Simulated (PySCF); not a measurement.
PySCF run on AlBr⁻

The script input.py:

```python
from pyscf import gto, dft

mol = gto.M(
    atom='Al 0 0 0; Br 0 0 2.169',
    basis='6-31g',
    charge=-1,
    spin=1,
    verbose=3,
)
mf = dft.UKS(mol, xc='revtpss')
mf.kernel()
mf.analyze()
print('orbital energies (hartree):', [e[max(0, n-3):n+3].round(4) for e, n in zip(mf.mo_energy, mol.nelec)])
```

```bash
$ OMP_NUM_THREADS=1 python input.py
```

The log (some set-up lines and the per-cycle HOMO/LUMO lines with their warnings removed):

```
converged SCF energy = -2815.43365755465  <S^2> = 0.7522247  2S+1 = 2.0022235
**** MO energy ****
                             alpha | beta                alpha | beta
[14 lines left out]
MO #15  energy= -2.21935285732408  | -2.21918750167474  occ= 1 | 1
MO #16  energy= -2.21766383425757  | -2.21755580366263  occ= 1 | 1
MO #17  energy= -2.21602387380358  | -2.21561045929892  occ= 1 | 1
MO #18  energy= -2.2127741662619   | -2.21239644793448  occ= 1 | 1
MO #19  energy= -2.21263985778566  | -2.21221870085671  occ= 1 | 1
MO #20  energy= -0.534104012273962 | -0.532222552674529 occ= 1 | 1
MO #21  energy= -0.177277292648866 | -0.170438705015934 occ= 1 | 1
MO #22  energy= -0.103682277713559 | -0.102461725574056 occ= 1 | 1
MO #23  energy= -0.0998426043325227 | -0.0941609556981629 occ= 1 | 1
MO #24  energy= -0.0173750142839779 | -0.000116282593748629 occ= 1 | 1
MO #25  energy= 0.0901485952608998 | 0.114877656925843  occ= 1 | 0
MO #26  energy= 0.104609391592961  | 0.133720749878839  occ= 0 | 0
MO #27  energy= 0.178623499747573  | 0.185238407399505  occ= 0 | 0
MO #28  energy= 0.292944480184811  | 0.302239327101799  occ= 0 | 0
[12 lines left out]

To work with the spin densities directly, `use mulliken_meta_spin()` only printing them here.

 ** Mulliken spin pop alpha/beta on meta-lowdin orthogonal AOs **
 ** Mulliken Spin Density (per atom)  **
spin density of  0 Al =      0.94031
spin density of  1 Br =      0.05969
 ** Mulliken pop alpha/beta on meta-lowdin orthogonal AOs **
 ** Mulliken atomic charges   ( Nelec_alpha | Nelec_beta ) **
charge of  0Al =     -0.62725  (     7.28378      6.34347 )
charge of  1Br =     -0.37275  (    17.71622     17.65653 )

WARN: System has nonzero charge -1; the dipole moment is origin-dependent.
Location of origin: [0. 0. 0.]

Dipole moment(X, Y, Z, Debye):  0.00000,  0.00000, -2.08167
orbital energies (hartree): [array([-0.0998, -0.0174,  0.0901,  0.1046,  0.1786,  0.2929]), array([-1.025e-01, -9.420e-02, -1.000e-04,  1.149e-01,  1.337e-01,
        1.852e-01])]
```

In short: E(SCF) = -2815.433658 Eh, ⟨S²⟩ = 0.752.

Hardware: Arm Neoverse V1, 1 thread, shared host. Wall time 4.7 s, peak memory 0.2 GiB.

The basis has no diffuse functions, which an anion needs. The bond length is a typed value, not an optimised one. The dipole of an ion depends on the origin. No search for the lowest solution was made.
